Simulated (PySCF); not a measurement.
**Ionisation energy of Ga⁺ by level of theory**

Ga⁺ [Ar] 3d10 4s2 (1S) → Ga²⁺ [Ar] 3d10 4s1 (2S), as a difference of total energies. All numbers are calculated (PySCF 2.14, scalar relativity by spin-free X2C-1e, in x2c-QZVPPall (11s7p5d4f1g, 94 functions)). Correlated levels: valence: [Ar] 3d10 frozen. The calculations carry no spin-orbit coupling.

```tsv
method	ionisation energy (eV)	error (eV)
UHF	18.750	-1.765
MP2 (valence)	19.493	-1.022
SCS-MP2 (valence)	19.642	-0.873
CCSD (valence)	19.760	-0.755
```

Reference: 20.515 eV (measured; NIST Atomic Spectra Database, ionization energies).

Errors of the correlated levels include the incompleteness of this basis and the frozen core.

With two correlated electrons CCSD is exact in that space.
